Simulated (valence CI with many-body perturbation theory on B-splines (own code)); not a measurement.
Te⁴⁵⁺: what the settings do

Calculated by relativistic CI+MBPT: five valence electrons over a frozen Dirac-Fock core [He], radial functions for each j: 6 s, 6 p, 5 d, 3 f, 1 g, with the one-electron correlation potential Σ1 (screened to all orders), the two-electron term Σ2, the three-electron term Σ3, Breit, model QED; selected single and double excitations, second order for the rest, scaled by the run's own slope (own B-spline code, finite nucleus).

No measured spectrum was set against this ion. As an estimate, large intervals hold to a few tenths of a per cent, small ones and those within an open d or f shell to about a per cent. Among the levels kept, up to 1900 cm⁻¹ of a level comes from second order outside the variational space, and about a tenth of that is noise between levels of different J, which matters for small intervals.

The reference run has the lowest level (2s^2 2p1/2^2 2p3/2) J=3/2 and an ionisation energy of 7713.87 eV. Its largest variational space holds 10000 state functions.

Levels are named by their leading jj configuration (3d3/2^4 stands for four electrons in 3d with j = 3/2), which in mixed levels can hold well under half, so a name can repeat and another be missing. Letters in brackets count levels of one name in rising energy.

Changed runs:
A. size limit of the variational space 10000 → 3000; second order for the rest on → off; scale of Σ2 1 → 1.2
B. cutoff of virtual states (hartree) 5408 → 8340
C. shift of the energy in Σ1 (hartree) 0 → -41.667
D. cutoff of virtual states (hartree) 5408 → 416.67 (bad on purpose)

Excitation energies of the reference run in cm⁻¹, and shifts in cm⁻¹:

| Level | Reference | A | B | C | D |
| --- | --- | --- | --- | --- | --- |
| (2s^2 2p1/2 2p3/2^2) J=3/2 | 2180660 | +1989 | +14 | -13 | -1353 |
| (2s^2 2p1/2 2p3/2^2) J=5/2 | 2337600 | +1097 | +14 | -13 | -891 |
| (2s^2 2p1/2 2p3/2^2) J=1/2 | 2574680 | -1002 | +14 | -13 | -605 |
| (2s 2p1/2^2 2p3/2^2) J=5/2 | 3849680 | +496 | +16 | +17 | +516 |
| (2s 2p1/2^2 2p3/2^2) J=1/2 | 4374540 | -1628 | +16 | +17 | +1217 |
| (2s 2p1/2^2 2p3/2^2) J=3/2 | 4387050 | +1196 | +16 | +17 | +1168 |
| (2s^2 2p3/2^3) J=3/2 | 4764440 | +658 | +29 | -26 | -1922 |
| (2s 2p1/2 2p3/2^3) J=3/2 [a] | 6190830 | -320 | +29 | +4.4 | -418 |
| (2s 2p1/2 2p3/2^3) J=5/2 | 6442820 | +1515 | +29 | +4.2 | +7.4 |
| (2s 2p1/2 2p3/2^3) J=1/2 | 6719320 | -2302 | +30 | +4.0 | +34 |
| (2s 2p1/2 2p3/2^3) J=3/2 [b] | 6811500 | +294 | +29 | +4.2 | +371 |
| (2p1/2^2 2p3/2^3) J=3/2 | 8657830 | +921 | +34 | +34 | +1903 |
| Ionisation energy (eV) | 7713.87 | -0.52 | +0.0054 | -0.008 | -0.60 |
